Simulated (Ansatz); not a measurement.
## Worked example: CH6SSn + C2HF2 → CH5SSn + C2H2F2

Species: CH6SSn `C[S][SnH3]`, singlet; C2HF2 `[CH]=C(F)F`, doublet; CH5SSn `C[S][SnH2]`, doublet; C2H2F2 (vinylidene fluoride) `C=C(F)F`, singlet. A radical takes H: the energy is the difference in strength between the Sn–H bond broken and the C–H bond made.

Shapes, held fixed at every level: PBE0-D4/def2-TZVP. Flexible molecules stand in one conformer, not always the lowest. Programs: Ansatz 0.2.0. The zero-point and thermal change to 298 K, harmonic and unscaled (PBE0-D4/def2-TZVP), is +13.3 kJ/mol.

At B2PLYP/def2-TZVPP; 1 Eh = 2625.50 kJ/mol:

```
species  energy (Eh)
 CH6SSn  -653.849006
  C2HF2  -276.319455
 CH5SSn  -653.231265
 C2H2F2  -277.014553
```

Question: Work out ΔH(298 K) of the reaction at this level.

Answer: 
1. Products less reactants: (-653.231265) + (-277.014553) − [(-653.849006) + (-276.319455)] = -0.077357 Eh = -203.1 kJ/mol.
2. With the thermal change: -203.1 + (+13.3) = -189.8 kJ/mol.

Other levels give -210.6 (SPW92/def2-TZVPP) to -148.3 kJ/mol (HF/def2-SVP). No measured value is set beside it here. Spin contamination: C2HF2 (⟨S²⟩ up to 0.90). Open shells run unrestricted. For atoms past krypton def2 sets carry core potentials with scalar relativity. Outer-core shells of Sn are correlated, in sets that cover them unevenly.
